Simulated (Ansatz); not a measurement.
Ansatz (a quantum-chemistry and plane-wave program) input file for Se(F)(OSiH3) (FH3OSeSi), SMILES F[Se]O[SiH3], PBE0-D3(BJ)/def2-SVP. 

Ansatz 0.2 input:
```yaml
crystal:
  periodic: [false, false, false]
  atoms:
    - {symbol: Se, position_ang: [-0.21004313, 0.55562851, 0.78556599]}
    - {symbol: F, position_ang: [-1.85277406, 0.27836432, 0.12469794]}
    - {symbol: O, position_ang: [0.66091083, -0.85403420, 0.07654746]}
    - {symbol: Si, position_ang: [1.06760952, -0.85323710, -1.59309401]}
    - {symbol: H, position_ang: [-0.13677645, -1.18073580, -2.42542422]}
    - {symbol: H, position_ang: [2.10327256, -1.92816695, -1.73053735]}
    - {symbol: H, position_ang: [1.61611680, 0.48984768, -1.98462726]}
basis:
  gaussian:
    orbitals: def2-SVP
hamiltonian:
  xc: pbe0
  dispersion: d3bj
relax: {f_tol: 0.002, max_steps: 200}
```

It prints:

```
WARN ansatz: RAYON_NUM_THREADS=1 ignored (pool sized by the plan → 1); use --threads N
Functional definition: PBE0
integrals: 0.04 GiB planned
942 factors; integrals over basis functions are off by at most 4.3e-4 eV
mean field: 0.40 GiB planned
mean field evaluation 1: about -78004.9346 eV, gradient 4.9e1 eV
mean field evaluation 2: about -77990.6931 eV, gradient 9.9e1 eV
mean field evaluation 4: about -78009.1089 eV, gradient 7.5e0 eV
mean field evaluation 8: about -78009.2188 eV, gradient 4.2e-2 eV
mean field -78009.21877225 eV, -2866.7859133324 hartree, gradient 2.4e-5 eV, S^2 0.000000; 0 other end points of the search recorded, 0 dependent functions left out
the calculation of the forces begins
reference -78009.21879477 eV, -2866.7859141601 hartree; 34, 34 occupied and 59, 59 virtual orbitals, 942 factors
relax step   1: F+E_penalty+E_count = -78009.34389438 eV  Δ(F+E_penalty+E_count) = +0.000e0 eV  max|allowed force component| = 6.927e-1 eV/Å  Δτ_max = 0.0000 Å  (26 SCF iters, accepted)
these checks for a lower state are left out or cut short: starts, cluster_reference, orbital_swaps, neighbouring_geometries, increment
integrals: 0.04 GiB planned
942 factors; integrals over basis functions are off by at most 4.3e-4 eV
mean field: 0.41 GiB planned
mean field evaluation 16: about -78009.2198 eV, gradient 2.0e0 eV
mean field -78009.24465270 eV, -2866.7868644214 hartree, gradient 1.8e-5 eV, S^2 0.000000; 0 other end points of the search recorded, 0 dependent functions left out
the calculation of the forces begins
reference -78009.24467511 eV, -2866.7868652450 hartree; 34, 34 occupied and 59, 59 virtual orbitals, 942 factors
relax step   2: F+E_penalty+E_count = -78009.37057719 eV  Δ(F+E_penalty+E_count) = -2.668e-2 eV  max|allowed force component| = 3.534e-1 eV/Å  Δτ_max = 0.0528 Å  (30 SCF iters, accepted)
these checks for a lower state are left out or cut short: starts, cluster_reference, orbital_swaps, neighbouring_geometries, increment
integrals: 0.04 GiB planned
942 factors; integrals over basis functions are off by at most 4.2e-4 eV
mean field: 0.40 GiB planned
mean field -78009.25151591 eV, -2866.7871166399 hartree, gradient 1.7e-5 eV, S^2 0.000000; 0 other end points of the search recorded, 0 dependent functions left out
the calculation of the forces begins
reference -78009.25153832 eV, -2866.7871174633 hartree; 34, 34 occupied and 59, 59 virtual orbitals, 942 factors
relax step   3: F+E_penalty+E_count = -78009.37763879 eV  Δ(F+E_penalty+E_count) = -7.062e-3 eV  max|allowed force component| = 8.775e-2 eV/Å  Δτ_max = 0.0156 Å  (30 SCF iters, accepted)
these checks for a lower state are left out or cut short: starts, cluster_reference, orbital_swaps, neighbouring_geometries, increment
integrals: 0.04 GiB planned
942 factors; integrals over basis functions are off by at most 4.2e-4 eV
mean field: 0.41 GiB planned
mean field evaluation 32: about -78009.2522 eV, gradient 1.2e-1 eV
mean field -78009.25224391 eV, -2866.7871433932 hartree, gradient 1.7e-5 eV, S^2 0.000000; 0 other end points of the search recorded, 0 dependent functions left out
the calculation of the forces begins
reference -78009.25226634 eV, -2866.7871442175 hartree; 34, 34 occupied and 59, 59 virtual orbitals, 942 factors
relax step   4: F+E_penalty+E_count = -78009.37824543 eV  Δ(F+E_penalty+E_count) = -6.066e-4 eV  max|allowed force component| = 3.272e-2 eV/Å  Δτ_max = 0.0098 Å  (31 SCF iters, accepted)
these checks for a lower state are left out or cut short: starts, cluster_reference, orbital_swaps, neighbouring_geometries, increment
integrals: 0.04 GiB planned
942 factors; integrals over basis functions are off by at most 4.2e-4 eV
mean field: 0.41 GiB planned
mean field -78009.25287316 eV, -2866.7871665177 hartree, gradient 1.7e-5 eV, S^2 0.000000; 0 other end points of the search recorded, 0 dependent functions left out
the calculation of the forces begins
reference -78009.25289562 eV, -2866.7871673435 hartree; 34, 34 occupied and 59, 59 virtual orbitals, 942 factors
relax step   5: F+E_penalty+E_count = -78009.37863415 eV  Δ(F+E_penalty+E_count) = -3.887e-4 eV  max|allowed force component| = 2.739e-2 eV/Å  Δτ_max = 0.0174 Å  (30 SCF iters, accepted)
these checks for a lower state are left out or cut short: starts, cluster_reference, orbital_swaps, neighbouring_geometries, increment
integrals: 0.04 GiB planned
942 factors; integrals over basis functions are off by at most 4.2e-4 eV
mean field: 0.40 GiB planned
[...]
the calculation of the forces begins
reference -78009.25389095 eV, -2866.7872039208 hartree; 34, 34 occupied and 59, 59 virtual orbitals, 942 factors
relax step   9: F+E_penalty+E_count = -78009.37943022 eV  Δ(F+E_penalty+E_count) = +6.960e-5 eV  max|allowed force component| = 1.293e-1 eV/Å  Δτ_max = 0.0983 Å  (31 SCF iters, rejected (line search))
these checks for a lower state are left out or cut short: starts, cluster_reference, orbital_swaps, neighbouring_geometries, increment
integrals: 0.04 GiB planned
942 factors; integrals over basis functions are off by at most 4.0e-4 eV
mean field: 0.41 GiB planned
mean field -78009.25265271 eV, -2866.7871584164 hartree, gradient 1.5e-5 eV, S^2 0.000000; 0 other end points of the search recorded, 0 dependent functions left out
the calculation of the forces begins
reference -78009.25267521 eV, -2866.7871592435 hartree; 34, 34 occupied and 59, 59 virtual orbitals, 942 factors
relax step  10: F+E_penalty+E_count = -78009.37830679 eV  Δ(F+E_penalty+E_count) = +1.193e-3 eV  max|allowed force component| = 1.641e-1 eV/Å  Δτ_max = 0.0491 Å  (30 SCF iters, rejected (line search))
these checks for a lower state are left out or cut short: starts, cluster_reference, orbital_swaps, neighbouring_geometries, increment
integrals: 0.04 GiB planned
942 factors; integrals over basis functions are off by at most 4.1e-4 eV
mean field: 0.40 GiB planned
mean field -78009.25404593 eV, -2866.7872096165 hartree, gradient 1.8e-5 eV, S^2 0.000000; 0 other end points of the search recorded, 0 dependent functions left out
the calculation of the forces begins
reference -78009.25406842 eV, -2866.7872104428 hartree; 34, 34 occupied and 59, 59 virtual orbitals, 942 factors
relax step  11: F+E_penalty+E_count = -78009.37970901 eV  Δ(F+E_penalty+E_count) = -2.092e-4 eV  max|allowed force component| = 1.024e-2 eV/Å  Δτ_max = 0.0240 Å  (30 SCF iters, accepted)
these checks for a lower state are left out or cut short: starts, cluster_reference, orbital_swaps, neighbouring_geometries, increment
integrals: 0.04 GiB planned
942 factors; integrals over basis functions are off by at most 4.0e-4 eV
mean field: 0.40 GiB planned
mean field -78009.25432096 eV, -2866.7872197235 hartree, gradient 1.2e-5 eV, S^2 0.000000; 0 other end points of the search recorded, 0 dependent functions left out
the calculation of the forces begins
reference -78009.25434348 eV, -2866.7872205510 hartree; 34, 34 occupied and 59, 59 virtual orbitals, 942 factors
relax step  12: F+E_penalty+E_count = -78009.37994115 eV  Δ(F+E_penalty+E_count) = -2.321e-4 eV  max|allowed force component| = 2.971e-2 eV/Å  Δτ_max = 0.0488 Å  (32 SCF iters, accepted)
these checks for a lower state are left out or cut short: starts, cluster_reference, orbital_swaps, neighbouring_geometries, increment
integrals: 0.04 GiB planned
942 factors; integrals over basis functions are off by at most 4.0e-4 eV
mean field: 0.40 GiB planned
mean field evaluation 96: about -78009.2544 eV, gradient 2.8e-5 eV
mean field -78009.25435283 eV, -2866.7872208949 hartree, gradient 1.7e-5 eV, S^2 0.000000; 0 other end points of the search recorded, 0 dependent functions left out
the calculation of the forces begins
reference -78009.25437536 eV, -2866.7872217228 hartree; 34, 34 occupied and 59, 59 virtual orbitals, 942 factors
relax step  13: F+E_penalty+E_count = -78009.37998091 eV  Δ(F+E_penalty+E_count) = -3.975e-5 eV  max|allowed force component| = 2.798e-2 eV/Å  Δτ_max = 0.0167 Å  (31 SCF iters, accepted)
these checks for a lower state are left out or cut short: starts, cluster_reference, orbital_swaps, neighbouring_geometries, increment
integrals: 0.04 GiB planned
942 factors; integrals over basis functions are off by at most 4.0e-4 eV
mean field: 0.41 GiB planned
mean field -78009.25435751 eV, -2866.7872210668 hartree, gradient 2.3e-5 eV, S^2 0.000000; 0 other end points of the search recorded, 0 dependent functions left out
the calculation of the forces begins
reference -78009.25438004 eV, -2866.7872218946 hartree; 34, 34 occupied and 59, 59 virtual orbitals, 942 factors
relax step  14: F+E_penalty+E_count = -78009.38001557 eV  Δ(F+E_penalty+E_count) = -3.466e-5 eV  max|allowed force component| = 1.424e-2 eV/Å  Δτ_max = 0.0051 Å  (24 SCF iters, accepted)
these checks for a lower state are left out or cut short: starts, cluster_reference, orbital_swaps, neighbouring_geometries, increment
integrals: 0.04 GiB planned
942 factors; integrals over basis functions are off by at most 4.0e-4 eV
mean field: 0.40 GiB planned
mean field -78009.25430340 eV, -2866.7872190782 hartree, gradient 2.1e-5 eV, S^2 0.000000; 0 other end points of the search recorded, 0 dependent functions left out
the calculation of the forces begins
reference -78009.25432593 eV, -2866.7872199061 hartree; 34, 34 occupied and 59, 59 virtual orbitals, 942 factors
relax step  15: F+E_penalty+E_count = -78009.37995950 eV  Δ(F+E_penalty+E_count) = +5.606e-5 eV  max|allowed force component| = 4.531e-2 eV/Å  Δτ_max = 0.0041 Å  (24 SCF iters, rejected (line search))
these checks for a lower state are left out or cut short: starts, cluster_reference, orbital_swaps, neighbouring_geometries, increment
integrals: 0.04 GiB planned
942 factors; integrals over basis functions are off by at most 4.0e-4 eV
mean field: 0.40 GiB planned
mean field -78009.25436695 eV, -2866.7872214136 hartree, gradient 7.1e-5 eV, S^2 0.000000; 0 other end points of the search recorded, 0 dependent functions left out
the calculation of the forces begins
reference -78009.25438947 eV, -2866.7872222414 hartree; 34, 34 occupied and 59, 59 virtual orbitals, 942 factors
relax step  16: F+E_penalty+E_count = -78009.38002482 eV  Δ(F+E_penalty+E_count) = -9.253e-6 eV  max|allowed force component| = 8.890e-4 eV/Å  Δτ_max = 0.0019 Å  (21 SCF iters, accepted)
these checks for a lower state are left out or cut short: starts, cluster_reference, orbital_swaps, neighbouring_geometries, increment
integrals: 0.04 GiB planned
942 factors; integrals over basis functions are off by at most 4.0e-4 eV
mean field: 0.41 GiB planned
mean field -78009.25436844 eV, -2866.7872214683 hartree, gradient 9.2e-6 eV, S^2 0.000000; 0 other end points of the search recorded, 0 dependent functions left out
the calculation of the forces begins
reference -78009.25439096 eV, -2866.7872222961 hartree; 34, 34 occupied and 59, 59 virtual orbitals, 942 factors
relax step  17: F+E_penalty+E_count = -78009.38002576 eV  Δ(F+E_penalty+E_count) = -9.362e-7 eV  max|allowed force component| = 6.181e-4 eV/Å  Δτ_max = 0.0031 Å  (24 SCF iters, accepted)
integrals: 0.04 GiB planned
942 factors; integrals over basis functions are off by at most 4.0e-4 eV
mean field: 0.41 GiB planned
mean field evaluation 128: about -78009.2396 eV, gradient 7.1e-1 eV
mean field -78009.25436844 eV, -2866.7872214683 hartree, gradient 9.2e-6 eV, S^2 0.000000; 1 other end points of the search recorded, 0 dependent functions left out
the calculation of the forces begins
reference -78009.25439096 eV, -2866.7872222961 hartree; 34, 34 occupied and 59, 59 virtual orbitals, 942 factors
Total energy: -78009.38004828 eV, -2866.7918401175 hartree
Atom 0 at    -0.173611     0.468763     0.865321 Å, force    -0.000618     0.000403     0.000025 eV/Å
Atom 1 at    -1.742317     0.436336     0.058165 Å, force     0.000476    -0.000003     0.000250 eV/Å
Atom 2 at     0.585495    -0.898683     0.041552 Å, force     0.000226    -0.000416    -0.000613 eV/Å
Atom 3 at     1.041323    -0.871090    -1.593205 Å, force    -0.000154     0.000206     0.000419 eV/Å
Atom 4 at    -0.100693    -1.294100    -2.448993 Å, force     0.000062    -0.000177    -0.000049 eV/Å
Atom 5 at     2.161899    -1.842403    -1.712622 Å, force    -0.000092     0.000122    -0.000058 eV/Å
Atom 6 at     1.476220     0.508845    -1.957090 Å, force     0.000100    -0.000135     0.000027 eV/Å
Dipole moment:     0.330327     0.130437    -0.034037 e Å
```

Self-consistency was reached.
